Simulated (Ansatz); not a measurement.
Mulliken charges of CH5BFInS, SMILES `[F][InH][CH2]BS` from PBE/def2-TZVPP in Ansatz (PBE0-D4/def2-TZVP geometry).

| atom | x (Å) | y (Å) | z (Å) | charge (e) |
| --- | --- | --- | --- | --- |
| F1 | -1.802 | -0.312 | 1.691 | -0.470 |
| In2 | -1.443 | 0.504 | -0.068 | 0.697 |
| C3 | 0.139 | -0.781 | -0.811 | -0.343 |
| B4 | 1.252 | 0.179 | -0.402 | -0.084 |
| S5 | 1.629 | 0.605 | 1.311 | -0.152 |
| H6 | -2.408 | 1.854 | -0.416 | -0.076 |
| H7 | 0.041 | -1.006 | -1.871 | 0.130 |
| H8 | -0.039 | -1.652 | -0.178 | 0.145 |
| H9 | 1.846 | 0.853 | -1.193 | 0.019 |
| H10 | 0.786 | -0.244 | 1.936 | 0.133 |

By hand: the dipole of these point charges (1 e Å = 4.8032 D).

Σ q r = (-0.237, 0.131, -0.732) e Å, of length 0.780 e Å = 3.75 D.

How does the dipole of the full density compare? (Best estimate.)

The calculation gave: (-0.069, -0.001, -0.530) e Å, 2.57 D; the point charges give 1.46 times that, at 14° from its direction.

Point charges leave out the atoms' own dipoles, such as those of lone pairs, and Mulliken's split depends on the basis, so the two needn't agree.
